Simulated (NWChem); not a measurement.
CH4FGa; SMILES [F][GaH][CH3]

```xyz
7

Ga    -0.3073    -0.0676    -0.0001
H     -1.8230    -0.4483    -0.0010
F      0.7480    -1.4817     0.0012
C      0.6191     1.6497     0.0010
H      0.3513     2.2283     0.8990
H      0.3243     2.2465    -0.8762
H      1.7078     1.5011    -0.0163
```
Atoms are numbered in this order, from 1.

Results from NWChem. Pople sets run with spherical d functions. All runs use the structure optimised with PBE0/def2-SVP. GIAO values for the isolated, static molecule; σ is the absolute isotropic shielding, δ = σ(reference) − σ with the isolated reference molecule computed at the same levels (13C: tetramethylsilane, 19F: trichlorofluoromethane, 1H: tetramethylsilane).

| level | σ Ga1 (ppm) | δ H2 (ppm) | δ F3 (ppm) | δ C4 (ppm) | δ H5 (rotor mean) (ppm) |
|---|---|---|---|---|---|
| PBE0/pcSseg-1 | 1289.1 | 5.61 | -96.9 | -2.4 | 0.29 |
| B3LYP/6-311G** | 1267.6 | [?] | [?] | [?] | 0.30 |
| KT2/pcSseg-1 | 1265.4 | 5.94 | -85.5 | -0.1 | 0.35 |

Task: Some entries are withheld; supply them.

Result: 
- B3LYP/6-311G**, δ H2 (ppm): 6.08
- B3LYP/6-311G**, δ F3 (ppm): -78.8
- B3LYP/6-311G**, δ C4 (ppm): -1.1
